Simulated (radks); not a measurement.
Problem. The mean radii <r> (bohr) of the occupied orbitals of an atom or ion are listed with their occupations. All-electron calculation, non-relativistic Kohn-Sham, r2SCAN, spin-polarised, spherical densities, point nucleus; meta-GGA in the generalised Kohn-Sham scheme. Program: a radial shooting solver on a logarithmic mesh with Libxc functionals.

orbital  occ.      <r>
1s          2  0.09728
2s          2   0.4772
2p          6   0.4395
3s          2    1.478

Name the element and its charge. Open shells, if any, are filled with parallel spins first.

Solution. Z = 16, sulfur, charge +4: S4+ in [Ne] 3s2. The 1s radius gives Z: for a bare nucleus <r> = 1.5/Z, 0.09375 bohr for Z = 16, and screening makes it slightly larger (0.09728 here). The occupations add up to 12, and the charge is Z minus that.
